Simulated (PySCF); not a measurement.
F2HOS, SMILES [OH+]=S(F)F, charge +1. Geometry: PBE-D3(BJ)/def2-SVP. The isomer is the one that the SMILES or the coordinates give; other isomers of the formula were not compared.

The numbers are results of PBE-D3(BJ)/def2-SVP (PySCF), not measurements.

Harmonic wavenumbers (cm⁻¹): 291, 352, 448, 461, 837, 870, 912, 1060, 3439. Rotational constants (GHz): 7.824, 7.501, 4.632; symmetry number 1.

Task: Work out the zero-point energy and the ideal-gas rigid-rotor harmonic-oscillator thermochemistry at 298.15 K and 1 atm.

Result: ZPE = ½ Σ hcν = ½ × 8670 cm⁻¹ = 12.39 kcal/mol. H − E(el) = 15.72 kcal/mol. Entropy in cal/(mol K): translation 39.31, rotation 24.58, vibration 4.73, total 68.62. G − E(el) = -4.74 kcal/mol. Cp = 15.85 cal/(mol K).
